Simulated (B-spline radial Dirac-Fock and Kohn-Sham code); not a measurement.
## Dipole and non-dipole photoemission parameters of Pb²⁺ 5d3/2

System: lead as Pb²⁺, [Xe] 4f14 5d10 6s2; threshold 46.20 eV (orbital energy of the model). Model: Dirac-Hartree-Slater photoionisation with a Latter tail; cross sections with all multipoles, angular parameters from the dipole term and its interference with E2. Program: a radial atomic solver.

Input of the calculation (task.json; shells as n, l, electrons):

```json
{"items": [{
  "Z": 82,
  "q": 2,
  "cfg": [[1, 0, 2], [2, 0, 2], [2, 1, 6], [3, 0, 2], [3, 1, 6], [3, 2, 10], [4, 0, 2], [4, 1, 6], [4, 2, 10], [4, 3, 14], [5, 0, 2], [5, 1, 6], [5, 2, 10], [6, 0, 2]],
  "A": 208,
  "rrms": 5.5012,
  "do": "xps",
  "hv": [53.1, 55.8, 70.4, 80, 130.0, 164.0, 218.0, 404.0, 482.0, 490.0, 603.0, 859.0, 1000, 1060.0, 1253.6, 1320.0, 1510.0, 2800.0, 2984.4, 3000.0, 4000, 5414.7, 5580.0, 7720.0, 8710.0, 9000.0, 11200.0, 11500.0, 12000, 15000]
}]}
```

Command: `python xray2_run.py task.json out`

```
hν (eV)  σ (kb)       β       γ       δ
   55.8   15900   0.366  -0.010   0.001
   70.4    6720   0.776  -0.019   0.003
     80    4020   1.013  -0.023   0.007
    130       ?       ?       ?       ?
    164     156   1.871   0.437  -0.014
    218    55.5   0.270   0.301  -0.034
    404    53.4  -0.145   0.056   0.075
    482    52.2   0.179   0.154   0.057
    490    51.9   0.207   0.161   0.055
    603    46.8   0.511   0.205   0.032
    859    33.7   0.889   0.145   0.006
   1000    27.9   1.009   0.093   0.001
   1060    25.8   1.050   0.072   0.000
 1253.6    20.2   1.152   0.017   0.000
   1320    18.6   1.180   0.003   0.000
   1510    14.9   1.243  -0.026   0.003
   2800    4.45   1.406   0.068   0.029
 2984.4    3.86   1.413   0.102   0.032
   3000    3.81   1.414   0.105   0.032
   4000    1.93   1.423   0.315   0.049
 5414.7   0.882   1.399   0.623   0.070
   5580   0.813   1.395   0.657   0.073
   7720   0.327   1.334   1.065   0.104
   8710   0.230   1.304   1.229   0.118
   9000   0.208   1.296   1.275   0.123
  11200   0.107   1.231   1.584   0.155
  11500  0.0981   1.223   1.622   0.160
  12000  0.0858   1.209   1.683   0.167
  15000  0.0418   1.131   1.999   0.213
```

Question: Give the values at 130 eV.

Answer: σ = 483 kb, β = 1.864, γ = 0.169, δ = 0.019.
